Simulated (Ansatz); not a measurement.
A series at Si: from `O[SiH2][SiH](O)O`, ligands are replaced one by one, each step taking up H₂ and setting free H₂O; n counts the steps. Ansatz, PBE0-D4/def2-TZVP geometries. Each molecule was computed in one conformer, which needn't be the lowest.

```tsv
n	molecule	HOMO energy, ωB97M-V/def2-TZVPP (eV)
0	`O[SiH2][SiH](O)O`	-9.80
1	`O[SiH](O)[SiH3]`	-9.99
2	`O[SiH2][SiH3]`	-9.94
3	`[SiH3][SiH3]`	?
```

Task: By hand: fit a straight line y = ȳ + b (n − n̄) to the 3 given rows and predict n = 3.

Result: n̄ = 1.000, ȳ = -9.910; Σ(n − n̄)(y − ȳ) = -0.140, Σ(n − n̄)² = 2.000, so b = -0.070 eV a step. Prediction: -9.910 + (-0.070) × (2.000) = -10.05 eV.

Task: By hand: compare with the computed value, -10.43 eV, and give the steps along the whole series.

Result: The line misses by -0.38 eV (computed minus predicted). Steps: -0.19, 0.05, -0.49 eV.

The steps change sign along the series, so a line is a poor guide. The highest orbital can change its character along such a series. The miss is 60.3 % of the series' range.
